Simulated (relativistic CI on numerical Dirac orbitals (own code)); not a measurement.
# Dy9+: q coefficients and field-shift factors

Computed by Dirac-Coulomb-Breit CI, separate exchange-only KLI orbitals for each configuration, derivatives by finite differences, unscaled Slater integrals, QED left out (own radial code, finite nucleus).

Configurations in the expansion (outside the closed core [Ar] 3d10 4p6 4d10): 4s2.4f8.5s2.5p, 4s2.4f10.5s, 4s.4f10.5s2. The list is cut by size and lacks configurations that can hold low levels.

With x = (α/α₀)² − 1 an excitation energy changes as ω = ω₀ + qx; K = 2q/ω₀ is the relative enhancement. Terms are leading LS components, so labels can repeat. The field-shift factor is F = δν/δ⟨r²⟩ for the transition from the lowest level.

Lowest level 4s2.4f8.5s2.5p 8F°_11/2.

```csv
Level,ω₀ (cm⁻¹),q (cm⁻¹),F (GHz/fm²)
4s2.4f8.5s2.5p 8F°_9/2,988.7,2398,0.0944
4s2.4f8.5s2.5p 8F°_7/2,2494.1,4063,0.119
4s2.4f8.5s2.5p 8F°_5/2,4225.2,5542,0.117
4s2.4f8.5s2.5p 8F°_13/2,4421.2,3312,-0.382
4s2.4f8.5s2.5p 8F°_3/2,6035.8,6870,0.0851
4s2.4f8.5s2.5p 8F°_1/2,7836.2,8468,-0.000395
4s2.4f8.5s2.5p 8G°_1/2,11607.5,5588,0.23
4s2.4f8.5s2.5p 8G°_3/2,13086.7,5984,0.142
4s2.4f8.5s2.5p 6F°_11/2,13600.5,1407,0.0106
4s2.4f8.5s2.5p 8G°_5/2,14296.8,5286,0.106
4s2.4f8.5s2.5p 8G°_9/2,14840.6,1793,0.0744
4s2.4f8.5s2.5p 8G°_7/2,15020.6,3919,0.0979
4s2.4f8.5s2.5p 6P°_7/2,29345.7,-4571,0.46
```

At this charge energies of transitions that change n are usually good to better than 1 %, and those within a shell (Δn = 0) to a few per cent. Terms inside the open d or f shell come out 10 to 20 % too wide with unscaled integrals. Levels and lines within the n = 5 or 6 shells can be off by up to 10 % or somewhat more, and those that change n by about 2 %, since core polarisation is missing.

Which transition from the lowest level has the largest |K|?

4s2.4f8.5s2.5p 8F°_9/2 at 988.7 cm⁻¹, K = 4.85.
